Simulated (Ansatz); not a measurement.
```xyz
2

Cu    0.0001    0.0465    0.0862
H    -0.0836   -0.0286    1.2758
```

RHF-MP2 on singlet CuH was run in several spherical basis sets with Ansatz (development build ahead of 0.2.0). Frozen core: 5 orbitals. Caution for RHF-MP2: no unrestricted run beside it, a lower state can exist.

(1) Rank the basis sets by the total energy that they give, lowest first, with the distance from the lowest.
A. STO-3G
B. cc-pVDZ
C. 6-31G
D. def2-SVP

Answers

(1) B (0.00 eV), D (15.63 eV), C (21.17 eV), A (525.44 eV).

Totals follow the description of the cores as much as that of the bonds, so this order isn't one of quality for chemistry.
